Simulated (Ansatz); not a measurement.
Ideal-gas functions of `B[SiH](F)Cl` at 298.15 K and 1 bar, from an Ansatz frequency run at PBE0-D4/def2-TZVP.

Molar mass 96.37 g/mol, point group C1 (symmetry number 1), electronic degeneracy 1, moments of inertia 88.048, 143.082, 203.968 u Å². Harmonic wavenumbers (cm⁻¹, unscaled): 111, 177, 232, 251, 532, 600, 672, 759, 840, 905, 914, 1161, 2253, 2602, 2696.

Use S(trans) = R[1.5 ln M + 2.5 ln T − 1.1517]; rotational temperatures θ = 24.2544 K / I; S(rot) = R[ln(√π/σ · √(T³/θAθBθC)) + 1.5]; for each mode x = 1.438777 ν̃/T, S = R[x/(eˣ − 1) − ln(1 − e⁻ˣ)] and H = RT x/(eˣ − 1); 1 cm⁻¹ = 0.0119627 kJ/mol; R = 8.31446 J/(mol·K).

Q: By hand: the entropy, in J/(mol·K).

A: Translation 165.8. Rotation: θ = 0.2755, 0.1695, 0.1189 K, giving 109.9. Vibration, mode by mode: 13.60, 9.87, 7.80, 7.21, 2.44, 1.88, 1.43, 1.02, 0.74, 0.57, 0.55, 0.20, 0.00, 0.00, 0.00, in all 47.3. Electronic 0.0. Sum 323.0 J/(mol·K).

Q: By hand: H − E and G − E in kJ/mol, counted from the electronic energy.

A: Zero-point energy ½ × 14705 × 0.0119627 = 88.0; thermal vibration 8.1; translation, rotation and pV give 4 RT = 9.9. H − E = 106.0 kJ/mol, and G − E = 106.0 − 298.15 × 323.0/1000 = 9.7 kJ/mol.

Vibration gives 15 % of the entropy, 13.6 J/(mol·K) of it from the mode under 150 cm⁻¹: soft modes count most, and the harmonic formula is weakest for them. The sum counts one conformer and one mirror image; others add a mixing term.
